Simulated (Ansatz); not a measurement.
Reaction (ligand exchange at a B–O bond): `F[SiH2]OBS` + PH₃ → `PBS` + `O[SiH2]F`

Calculated with Ansatz (gas phase, PBE0-D4/def2-TZVP geometries, no zero-point term in ΔE). CCSD(T)/CBS is the MP2 limit (def2-TZVPP, def2-QZVPP) plus CCSD(T) − MP2 in def2-TZVPP, frozen cores. This one scheme is used for every species. DFT in def2-TZVPP. B3LYP here is the variant with VWN-RPA as its local correlation; programs differ in this. Each species was taken in one conformer, which may not be the lowest.

**Question.** Is it downhill or uphill in electronic energy at CCSD(T)/CBS, and by how much? (An estimate is asked.)

**Answer.** The calculation gave: Uphill: ΔE = +93.4 kJ/mol.

**Question.** What do these levels give: PBE-D4, PBE0-D4, B3LYP-D4, ωB97X-V, ωB97M-V, r2SCAN, PBE0, B3LYP, HF/def2-TZVPP, CCSD(T)/def2-TZVPP, HF/CBS(def2), CCSD/CBS(def2)? (Estimate.)

**Answer.** Computed: PBE-D4 83.5, PBE0-D4 87.7, B3LYP-D4 101.3, ωB97X-V 96.7, ωB97M-V 99.0, r2SCAN 90.6, PBE0 86.2, B3LYP 99.1, HF/def2-TZVPP 115.0, CCSD(T)/def2-TZVPP 96.3, HF/CBS(def2) 116.1, CCSD/CBS(def2) 96.4 kJ/mol.

Largest T1 diagnostic among the species: 0.016.

In def2-TZVPP, CCSD(T) changes the Hartree–Fock value by −18.7 kJ/mol (the triples alone add −3.0 kJ/mol) and MP2 by −21.4 kJ/mol. From PBE to PBE0 (25 % exact exchange), in def2-TZVPP and without D4, ΔE moves by +4.2 kJ/mol.
